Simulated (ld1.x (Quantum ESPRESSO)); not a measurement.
# Transferability test, RRKJ potential for K

K, norm-conserving RRKJ (Kleinman–Bylander form), made with ld1.x (Quantum ESPRESSO) 7.5 (PBE, scalar-relativistic). Core [Ne], reference 3s2 3p6 3d0.5 4s0.5 4p0. Waves: 3s (bound): rc 1.55 bohr; 3p (bound): rc 1.80 bohr; 3d (bound): rc 4.20 bohr. Local part: all-electron potential smoothed inside 2.85 bohr (lloc = -1). Core correction: Bessel-smoothed model core, default radius (core density twice the valence density).

Occupied shells without a wave of their own: 4s. They enter only through the test configuration that unscreens the potential, and ld1.x also counts them in the model core charge.

Energies are relative to the spin-unpolarised reference configuration 3s2 3p6 3d0.5 4s0.5 4p0; without spin polarisation the order of configurations can differ from experiment.

ld1.x takes every shell without a wave as core, so the model core holds the 4s electrons as well and exchange and correlation see them twice. This cancels in the reference configuration, but the file is broken for other ones, and its errors say nothing about a proper core correction.

| valence configuration | charge | ΔE all-electron (eV) | error AE − PS (meV) |
| --- | --- | --- | --- |
| 3s2 3p6 3d0 4s1 4p0 | 0 | -1.218 | -56 |
| 3s2 3p6 3d0 4s0 4p0 | +1 | 3.096 | -1.6 |
| 3s2 3p6 3d0 4s0.5 4p0 | +0.5 | 0.424 | -15 |
| 3s1 3p6 3d0 4s1 4p0 | +1 | 40.776 | -125 |
| 3s2 3p6 3d0 4s0 4p1 | 0 | 0.335 | +4.2 |
| 3s2 3p6 3d1 4s0 4p0 | 0 | 1.239 | +41 |
| 3s2 3p5 3d0 4s1 4p0 | +1 | 23.712 | -107 |

Levels in the configuration 3s2 3p6 3d0 4s0 4p0:

| level | all-electron (eV) | pseudo (eV) |
| --- | --- | --- |
| 3s | -41.452 | -41.363 |
| 3p | -24.884 | -24.805 |
